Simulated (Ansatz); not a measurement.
Computed with Ansatz on PBE0-D4/def2-TZVP structures; ΔE is electronic, products minus reactants. CBS: MP2 limit from def2 TZ/QZ plus the TZ coupled-cluster correction, frozen cores. This one scheme is used for every species. DFT in def2-TZVPP. B3LYP here is the variant with VWN-RPA as its local correlation; programs differ in this. HSE06 is defined as in plane-wave codes. One conformer a species, not always the lowest.

Consider the ligand exchange at the Si–N bond: `N[SiH2]O[SiH3]` + `[NH2][AlH2]` → `[AlH2][NH][SiH2]O[SiH3]` + NH₃.

```json
{"level": "LDA (SPW92)", "ΔE (kcal/mol)": "-0.4", "difference from CCSD(T)/CBS": "1.9"}
{"level": "PBE-D4", "ΔE (kcal/mol)": "-1.7", "difference from CCSD(T)/CBS": "0.6"}
{"level": "revPBE-D4", "ΔE (kcal/mol)": "-2.2", "difference from CCSD(T)/CBS": "0.1"}
{"level": "BLYP-D4", "ΔE (kcal/mol)": "-1.8", "difference from CCSD(T)/CBS": "0.5"}
{"level": "B97M-V", "ΔE (kcal/mol)": "-1.7", "difference from CCSD(T)/CBS": "0.6"}
{"level": "PBE0-D4", "ΔE (kcal/mol)": "-1.9", "difference from CCSD(T)/CBS": "0.4"}
{"level": "B3LYP-D4", "ΔE (kcal/mol)": "-1.8", "difference from CCSD(T)/CBS": "0.5"}
{"level": "r2SCANh-D4", "ΔE (kcal/mol)": "-1.7", "difference from CCSD(T)/CBS": "0.6"}
{"level": "r2SCAN0-D4", "ΔE (kcal/mol)": "-1.7", "difference from CCSD(T)/CBS": "0.6"}
{"level": "HSE06-D4", "ΔE (kcal/mol)": "-1.9", "difference from CCSD(T)/CBS": "0.4"}
{"level": "BHLYP-D4", "ΔE (kcal/mol)": "-2.1", "difference from CCSD(T)/CBS": "0.2"}
{"level": "CAM-B3LYP-D4", "ΔE (kcal/mol)": "-1.1", "difference from CCSD(T)/CBS": "1.2"}
{"level": "ωB97X-V", "ΔE (kcal/mol)": "-1.5", "difference from CCSD(T)/CBS": "0.8"}
{"level": "ωB97M-V", "ΔE (kcal/mol)": "-1.6", "difference from CCSD(T)/CBS": "0.7"}
{"level": "B2PLYP", "ΔE (kcal/mol)": "-1.2", "difference from CCSD(T)/CBS": "1.1"}
{"level": "PBE-QIDH", "ΔE (kcal/mol)": "-1.8", "difference from CCSD(T)/CBS": "0.5"}
{"level": "revPBE", "ΔE (kcal/mol)": "-0.7", "difference from CCSD(T)/CBS": "1.6"}
{"level": "BLYP", "ΔE (kcal/mol)": "-0.1", "difference from CCSD(T)/CBS": "2.2"}
{"level": "r2SCAN", "ΔE (kcal/mol)": "-1.3", "difference from CCSD(T)/CBS": "1.0"}
{"level": "B3LYP", "ΔE (kcal/mol)": "-0.3", "difference from CCSD(T)/CBS": "2.0"}
{"level": "r2SCANh", "ΔE (kcal/mol)": "-1.3", "difference from CCSD(T)/CBS": "1.0"}
{"level": "r2SCAN0", "ΔE (kcal/mol)": "-1.4", "difference from CCSD(T)/CBS": "0.9"}
{"level": "HSE06", "ΔE (kcal/mol)": "-1.1", "difference from CCSD(T)/CBS": "1.2"}
{"level": "BHLYP", "ΔE (kcal/mol)": "-0.6", "difference from CCSD(T)/CBS": "1.7"}
{"level": "CAM-B3LYP", "ΔE (kcal/mol)": "-0.2", "difference from CCSD(T)/CBS": "2.1"}
{"level": "LC-ωPBE", "ΔE (kcal/mol)": "-0.5", "difference from CCSD(T)/CBS": "1.8"}
{"level": "RPA@PBE/def2-TZVPP", "ΔE (kcal/mol)": "-2.8", "difference from CCSD(T)/CBS": "-0.5"}
{"level": "HF/def2-SVP", "ΔE (kcal/mol)": "-1.4", "difference from CCSD(T)/CBS": "0.9"}
{"level": "MP2/def2-SVP", "ΔE (kcal/mol)": "-2.3", "difference from CCSD(T)/CBS": "0.0"}
{"level": "CCSD/def2-SVP", "ΔE (kcal/mol)": "-2.2", "difference from CCSD(T)/CBS": "0.1"}
{"level": "CCSD(T)/def2-SVP", "ΔE (kcal/mol)": "-2.5", "difference from CCSD(T)/CBS": "-0.2"}
{"level": "HF/def2-TZVPP", "ΔE (kcal/mol)": "-0.8", "difference from CCSD(T)/CBS": "1.5"}
{"level": "MP2/def2-TZVPP", "ΔE (kcal/mol)": "-2.4", "difference from CCSD(T)/CBS": "-0.1"}
{"level": "CCSD/def2-TZVPP", "ΔE (kcal/mol)": "-2.1", "difference from CCSD(T)/CBS": "0.2"}
{"level": "CCSD(T)/def2-TZVPP", "ΔE (kcal/mol)": "-2.5", "difference from CCSD(T)/CBS": "-0.2"}
{"level": "HF/def2-QZVPP", "ΔE (kcal/mol)": "-0.9", "difference from CCSD(T)/CBS": "1.4"}
{"level": "MP2/def2-QZVPP", "ΔE (kcal/mol)": "-2.3", "difference from CCSD(T)/CBS": "0.0"}
{"level": "SCS-MP2/def2-QZVPP", "ΔE (kcal/mol)": "-2.1", "difference from CCSD(T)/CBS": "0.2"}
{"level": "HF/CBS(def2)", "ΔE (kcal/mol)": "-0.9", "difference from CCSD(T)/CBS": "1.4"}
{"level": "MP2/CBS(def2)", "ΔE (kcal/mol)": "-2.2", "difference from CCSD(T)/CBS": "0.1"}
{"level": "CCSD(T)/CBS", "ΔE (kcal/mol)": "-2.3", "difference from CCSD(T)/CBS": "0"}
```

Largest T1 diagnostic among the species: 0.012.

Leaving LDA and LC-ωPBE aside and taking each functional with its dispersion term where it has one, the values spread over 1.1 kcal/mol, from revPBE-D4 to CAM-B3LYP-D4. The D4 term adds −1.5 kcal/mol with B3LYP and −0.9 kcal/mol with PBE0; it sums over pairs of atoms, weighted by their polarisabilities, and B3LYP, whose exchange is more repulsive, gets the larger term.
